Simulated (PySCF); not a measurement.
Saddle point of BHSBrF, singlet (BHSBrF ([F][B]([SH])[Br]) → BSF + HBr; bonds formed: Br2–H4; bonds broken: B1–Br2, S3–H4), PBE0-D4/def2-TZVP structure:

| atom | x (Å) | y (Å) | z (Å) |
| --- | --- | --- | --- |
| B1 | -0.7241 | 0.0218 | -0.1028 |
| Br2 | 1.5678 | 0.8203 | -0.4722 |
| S3 | -0.4645 | -1.2528 | 0.9493 |
| H4 | 1.0887 | -0.3814 | 0.4339 |
| F5 | -1.4679 | 0.7921 | -0.8082 |

Energies are electronic, without zero-point energy. Barriers and step energies count from the start structure reached by relaxing down the imaginary mode; all methods use the PBE0-D4 structures, on which another method's saddle can fall below an end. Computed with PySCF 2.14 with density fitting (its default auxiliary sets; JK sets also for MP2 and CCSD(T)) (basis: def2-TZVPP, with def2-QZVPP for the basis limit); correlated methods freeze the cores. Filled d shells of the heavier atoms are correlated. The def2 sets are not built for correlating such inner shells, so the correlated values are less sure here. B3LYP uses VWN-RPA correlation. Extrapolation: Hartree–Fock as exp(−7.88 √X), correlation as X^−2.97.

```
   method  barrier (kcal/mol)  step energy (kcal/mol)
    SPW92                   ?                   37.49
   PBE-D4                   ?                   32.71
r2SCAN-D4               43.71                   33.77
  PBE0-D4               45.65                   34.96
 B3LYP-D4               45.41                   30.98
 BHLYP-D4               51.57                   33.75
  wB97M-V                   ?                   33.29
       HF               59.77                   31.95
      MP2               46.96                   32.29
     CCSD               51.72                   32.64
  CCSD(T)               48.86                   32.09
```

**Question.** Fill in the withheld barriers. (To be estimated.)

**Answer.** The calculation gives: PBE-D4 40.44; wB97M-V 48.08; SPW92 39.27 kcal/mol. Each is the energy of the saddle less that of the start structure, by the same method.

For comparison, the barrier by CCSD(T) at an estimated basis limit (MP2 extrapolated from triple and quadruple zeta, plus CCSD(T) − MP2 in triple zeta) is 47.71 kcal/mol.

T1 diagnostic: at most 0.014.

Labels in which every atom is bracketed show which atoms are joined, not bond orders.

For scale, one of the runs: CCSD(T)/def2-TZVPP, 166 basis functions, launched by `OMP_NUM_THREADS=4 python run.py`. Hardware: 4 CPU threads of a Oxide Virtual Turin-like, shared host. Wall time 2.7 min; peak host memory 1.8 GiB.
